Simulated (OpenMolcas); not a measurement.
# neutral boron: CASPT2 settings compared

```yaml
Program: OpenMolcas
Basis: ANO-R1 [3s2p1d]
Scalar_Hamiltonian: X2C, finite nucleus
Active_space: 3 electrons in 8 orbitals (2s 2p 3s 3p)
State_averaging: 2S+1 = 4 odd, 1 root (0 in the spin-orbit step); 2S+1 = 2 odd, 3 roots; 2S+1 = 4 even, 3 roots; 2S+1 = 2 even, 5 roots (0 in the spin-orbit step)
Spin-orbit_coupling: state interaction with AMFI integrals over the reference wave functions, term energies averaged over their components
```

Methods on the same reference wave functions:
A. CASSCF
B. SS-CASPT2, IPEA 0.75 Eh, sigma1 regulariser 0.5 Eh (closed shells correlated: 1s)
C. SS-CASPT2, IPEA 0 Eh, real shift 0.05 Eh (closed shells correlated: 1s)
D. SS-CASPT2, IPEA 0 Eh, sigma2 regulariser 0.25 Eh (closed shells correlated: none)

Energies in cm-1 above 2s2 2p 2P* 1/2, the measured ground level; measured values from NIST Handbook of Basic Atomic Spectroscopic Data.

| Level | A | B | C | D | Measured |
| --- | --- | --- | --- | --- | --- |
| 2s2 2p 2P* 1/2 | 0.0 | 0.0 | 0.0 | 0.0 | 0.0 |
| 2s2 2p 2P* 3/2 | 12.6 | 12.6 | 12.6 | 12.6 | 15.3 |
| 2s 2p2 4P 1/2 | 25601 | 27135 | 27639 | 27714 | 28870 |
| 2s 2p2 4P 3/2 | 25606 | 27140 | 27644 | 27719 | 28875 |
| 2s 2p2 4P 5/2 | 25614 | 27148 | 27652 | 27727 | 28881 |

Deviations, from unrounded energies. A percentage is the sum of absolute deviations over the sum of measured energies, with the sign that they share, or ± where signs differ.

| Against measurement | Levels | A | B | C | D |
| --- | --- | --- | --- | --- | --- |
| mean absolute deviation (cm-1) | 4 | 2500 | 1300 | 920 | 870 |
| fine structure of the ground term (%) | 1 | -17.4 | -17.4 | -17.4 | -17.4 |
| other configurations (%) | 3 | -11.3 | -6.0 | -4.3 | -4.0 |

D lies closest to measurement on these levels and A furthest from it. The largest miss of D in the table is 2s 2p2 4P 1/2, by -1200 cm-1. The ranking rests on the paired levels alone, and a cruder setting can come out closer through cancelling errors.

Among B to D the level of the table that moves most is 2s 2p2 4P 1/2, by 580 cm-1 (lowest in B, highest in D).

The lowest spin-free term lies below A's lowest term by 0.016 hartree in B, 0.019 hartree in C, 0.018 hartree in D.

Active for correlation alone: 3p 3s; no level in the range computed is led by a configuration that fills them, so any true level of that kind is missing. Without dynamic correlation excited terms often stand tens of per cent too high (terms of higher spin than the ground term too low), and those without a measured partner can miss by more than the paired ones (holds for A). Computed and measured levels are paired by configuration, term and J; levels that our copy of the source lacks, or whose pairing is in doubt (as where it misses far off the trend of its configuration), stay unpaired and out of the deviations. Levels of configurations outside the active space are missing.

* marks odd parity.
